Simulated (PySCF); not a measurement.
HNaO, charge -1, doublet, at a GFN2-xTB geometry (such geometries of metal compounds can be far from the true shape) (a state made from the parent by changing its charge; the spin is typed, not shown lowest) (in this run its highest filled SCF level lies above zero, so its values depend strongly on the basis, on diffuse functions most of all). Base run: M062X/aug-cc-pVDZ (PySCF).

Input for PySCF:
```python
from pyscf import gto, scf, dft

mol = gto.M(
    atom='''
Na   -0.00000000   -0.00000000   -1.21477043
O     0.00000000    0.00000000    1.37739347
H     0.00000000    0.00000000    2.34332695
''',
    basis='aug-cc-pvdz',
    charge=-1,
    spin=1,
    verbose=4,
    symmetry=True,
)

mf = dft.UKS(mol)
mf.xc = 'm062x'
mf.kernel()
mf.analyze()
```

Each row names what was changed in the base input (with any setting that the change needs).

```csv
change,ΔE vs base (eV),point group used,SCF cycles
base,0.00,Coov,14
symmetry = off,0.00,C1,14
symmetry_subgroup = C2v,0.00,C2v,14
```

Open shells are given as the SCF converged; they aren't shown to be the lowest states, and a large step between rows can be another state.
